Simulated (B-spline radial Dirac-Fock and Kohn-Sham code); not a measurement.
**Xe⁴⁺ 4d3/2: cross section and angular parameters**

System: xenon as Xe⁴⁺, configuration [Kr] 4d10 5s2 5p2; threshold 118.4 eV (orbital energy of the model). Calculated with a radial atomic solver, using Dirac-Hartree-Slater photoionisation with a Latter tail; cross sections with all multipoles, angular parameters from the dipole term and its interference with E2.

For linearly polarised light dσ/dΩ = σ/(4π) [1 + β P₂(cos θ) + (δ + γ cos²θ) sin θ cos φ], with θ from the polarisation vector and φ the angle between the beam and the projection of the electron momentum on the plane normal to the polarisation.

```
hν (eV)  σ (kb)       β       γ       δ
    166     166  -0.752  -0.445   0.162
    200     249  -0.674  -0.009   0.086
    254     339   0.057   0.118   0.026
    272     349   0.219   0.116   0.016
    400     299   0.817   0.030  -0.002
    426       ?       ?       ?       ?
    472     250   0.976  -0.005  -0.001
    567     194   1.109  -0.028   0.003
    600     178   1.142  -0.032   0.004
    644     158   1.180  -0.033   0.006
    694     139   1.215  -0.031   0.009
    882    87.6   1.297   0.002   0.017
 1253.6    40.2   1.349   0.116   0.030
   2060    11.3   1.316   0.390   0.053
 2984.4    3.92   1.234   0.651   0.079
   3390    2.67   1.197   0.748   0.091
   3420    2.60   1.194   0.754   0.092
   4350    1.23   1.116   0.944   0.119
   4520    1.08   1.102   0.975   0.124
   5720   0.498   1.016   1.164   0.160
   6000   0.424   0.997   1.201   0.169
 9251.7  0.0929   0.826   1.520   0.265
  11000  0.0494   0.757   1.634   0.316
  11900  0.0369   0.725   1.681   0.341
  12000  0.0357   0.722   1.686   0.344
  13500  0.0230   0.675   1.753   0.384
  14000  0.0200   0.661   1.773   0.398
```

Q: Give the values at 426 eV.

A: σ = 282 kb, β = 0.882, γ = 0.016, δ = -0.002.
